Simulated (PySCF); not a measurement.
Geometry (Å), atoms numbered from 1 in this order:
```xyz
19

C    -1.161    1.360   -0.956
C    -1.148    0.184   -0.348
C    -2.369   -0.426    0.268
C     0.124   -0.614   -0.199
C     1.083   -0.427   -1.349
N     2.248   -0.057   -1.062
C     2.383    0.109    0.364
C     0.993   -0.157    0.994
H    -0.270    1.785   -1.387
H    -2.062    1.943   -1.045
H    -2.610   -1.367   -0.227
H    -3.224    0.239    0.185
H    -2.190   -0.641    1.321
H    -0.128   -1.677   -0.119
H     0.791   -0.609   -2.371
H     2.752    1.118    0.561
H     3.142   -0.595    0.715
H     0.588    0.755    1.431
H     1.048   -0.916    1.772
```

Geometry: GFN2-xTB; GIAO shifts from PySCF 2.14.0 with density-fitted response routines, gas phase, non-relativistic, averaged over equivalent atoms.

At LDA/3-21G (94 basis functions, about 27 core-seconds):
```
      atoms  δ (ppm)
         C5    146.3
         C2    136.8
         C1    104.1
         C7     61.7
         C4     56.1
         C8     32.8
         C3     27.5
         N6    333.8
        H15     7.39
        H10     5.39
         H9     5.09
        H16     5.03
        H17     4.77
        H14     3.50
        H19     2.77
H11/H12/H13     2.21
        H18     2.00
```

δ = σ(ref) − σ, references computed at the same level: $^{13}$C (σ = 206.90 ppm), $^{1}$H (σ = 32.72 ppm) against TMS; NH3 for $^{15}$N (σ = 271.94 ppm).

**Question.** Predict the values at CAM-B3LYP/pcSseg-1 on the same geometry.

**Answer.** 
```tsv
atoms	δ at CAM-B3LYP/pcSseg-1	change
C5	174.9	+28.6
C2	164.3	+27.5
C1	118.0	+13.9
C7	65.9	+4.2
C4	58.6	+2.5
C8	35.4	+2.6
C3	28.2	+0.7
N6	394.3	+60.5
H15	7.10	-0.29
H10	5.16	-0.23
H9	4.71	-0.38
H16	4.31	-0.72
H17	4.13	-0.64
H14	2.92	-0.58
H19	2.32	-0.45
H11/H12/H13	2.01	-0.20
H18	1.43	-0.57
```

Shifts are taken against calculated references (same method and geometry level): $^{13}$C (185.10 ppm) and $^{1}$H (31.78 ppm) vs TMS; $^{15}$N (269.41 ppm) against NH3.

The largest change is at N6 (imine nitrogen). Cost: 191 basis functions, about 110 core-seconds. The order of the carbon signals is the same at both levels.

Experimental scales use liquid or dissolved standards, which lie at an offset from isolated NH3 (liquid NH3: subtract about 20 ppm). Unscaled 15N shifts of sp2 nitrogen come out 20 to 40 ppm too high even then.
